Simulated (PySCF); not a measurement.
Point-charge models of `CC#CCN[Si@H](N)NC` against its computed dipole.

Coordinates (GFN2-xTB, Å) and charges (e) from the PBE0/pcSseg-1 density (PySCF):

| atom | x | y | z | Mulliken | IAO | Hirshfeld | ESP-fitted |
| --- | --- | --- | --- | --- | --- | --- | --- |
| C1 | 3.470 | -2.077 | -0.777 | -0.1822 | -0.4348 | -0.0987 | -0.5646 |
| C2 | 2.115 | -1.938 | -0.286 | -0.2664 | -0.0630 | -0.0598 | +0.0880 |
| C3 | 0.989 | -1.868 | 0.121 | -0.1318 | -0.0962 | -0.0731 | -0.2280 |
| C4 | -0.373 | -1.654 | 0.592 | +0.0159 | -0.1556 | -0.0119 | -0.0754 |
| N5 | -0.750 | -0.257 | 0.620 | -0.6620 | -0.6894 | -0.2462 | -0.7862 |
| Si6 | -1.098 | 0.605 | -0.838 | +1.0143 | +1.2154 | +0.4205 | +1.0044 |
| N7 | 0.080 | 0.782 | -2.096 | -0.6345 | -0.8584 | -0.3326 | -1.1789 |
| N8 | -1.391 | 2.218 | -0.311 | -0.6915 | -0.6837 | -0.2498 | -0.7969 |
| C9 | -2.417 | 2.527 | 0.654 | -0.1030 | -0.2968 | -0.0716 | -0.1121 |
| H10 | 3.467 | -2.559 | -1.755 | +0.1445 | +0.1685 | +0.0579 | +0.1850 |
| H11 | 3.934 | -1.095 | -0.870 | +0.1433 | +0.1681 | +0.0577 | +0.1907 |
| H12 | 4.060 | -2.682 | -0.088 | +0.1471 | +0.1706 | +0.0591 | +0.1942 |
| H13 | -1.062 | -2.174 | -0.081 | +0.1414 | +0.1607 | +0.0519 | +0.1532 |
| H14 | -0.478 | -2.084 | 1.597 | +0.1415 | +0.1598 | +0.0524 | +0.1491 |
| H15 | -0.254 | 0.246 | 1.342 | +0.1925 | +0.2551 | +0.1099 | +0.4234 |
| H16 | -2.194 | -0.149 | -1.462 | -0.1525 | -0.1929 | -0.1016 | -0.1455 |
| H17 | 0.765 | 1.515 | -2.006 | +0.1809 | +0.2553 | +0.1093 | +0.4008 |
| H18 | 0.536 | -0.061 | -2.402 | +0.1960 | +0.2608 | +0.1041 | +0.4540 |
| H19 | -1.362 | 2.910 | -1.044 | +0.1875 | +0.2538 | +0.1112 | +0.4044 |
| H20 | -2.420 | 1.753 | 1.417 | +0.1117 | +0.1476 | +0.0406 | +0.0771 |
| H21 | -3.418 | 2.571 | 0.209 | +0.0985 | +0.1183 | +0.0322 | +0.0685 |
| H22 | -2.210 | 3.490 | 1.127 | +0.1087 | +0.1369 | +0.0381 | +0.0950 |

Question: Compute μ = Σ q r for each scheme (1 e·Å = 4.803 D) and compare with the dipole of the full density.

Answer: The full density gives (1.62, 0.33, 0.35) D, 1.69 D in size; dipole vectors point from the negative to the positive end.

| scheme | μx | μy | μz | size (D) | share of the full size (%) | angle to the full dipole (°) |
| --- | --- | --- | --- | --- | --- | --- |
| Mulliken | 0.39 | -1.00 | 0.02 | 1.08 | 64 | 80 |
| IAO | 0.37 | -0.37 | 0.09 | 0.53 | 31 | 55 |
| Hirshfeld | 0.76 | 0.09 | 0.20 | 0.79 | 47 | 5 |
| ESP-fitted | 1.57 | 0.32 | 0.34 | 1.64 | 97 | 0 |

Question: Which set comes closest?

Answer: Length of the difference vector: ESP-fitted 0.05 D, Hirshfeld 0.90 D, IAO 1.45 D, Mulliken 1.84 D. Closest: ESP-fitted. ESP charges are fitted to the potential around the molecule, whose slowest-falling term is the dipole's. The schemes that divide the density aren't constrained to reproduce the dipole.

Question: What is left for the Hirshfeld atoms' own dipoles?

Answer: The shares of the density sum to the whole, so what Σ q r misses lies in dipoles about the nuclei. The atomic dipoles sum to (1.62, 0.33, 0.35) − (0.76, 0.09, 0.20) = (0.86, 0.24, 0.15) D, 0.90 D in size.

Question: With the origin at the mean of the coordinates, (0.000, 0.001, -0.288) Å, which are the largest single terms, by size, of the Mulliken dipole along the direction of the full one?

Answer: Si6 -5.10, N8 +3.00, C1 -2.47, H12 +2.41, H11 +2.37 D; all 22 atoms together +0.18 D. The single terms depend on the origin, their sum doesn't.

Question: Give the size of the full dipole in other units.

Answer: 1.69 D = 0.663 au = 0.351 e·Å = 5.62 × 10⁻³⁰ C·m.

Geometry: GFN2-xTB, one conformer, isolated molecule.

The values belong to the conformer `[CH3:1][C:2]#[C:3][CH2:4][NH:5][Si@H:6]([NH2:7])[NH:8][CH3:9]`: C3–C4–N5–Si6 74°, C4–N5–Si6–N7 -60°, N5–Si6–N8–C9 -58°, H–N7–Si6–N5 -82°, H–N7–Si6–N5 50°.
